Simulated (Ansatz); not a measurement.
Q: Name a neutral molecule of C, Cl, In, Si and H with size of the dipole moment (ωB97M-V/def2-TZVPP) between 3.15 and 3.45 D and HOMO energy (ωB97M-V/def2-TZVPP) between -9.50 and -9.20 eV (Ansatz, PBE0-D4/def2-TZVP geometry).

A: `[CH3][In]([SiH3])[Cl]` (3.32 D, -9.43 eV). Other molecules can fit too; these were computed, each in one conformer that needn't be the lowest.
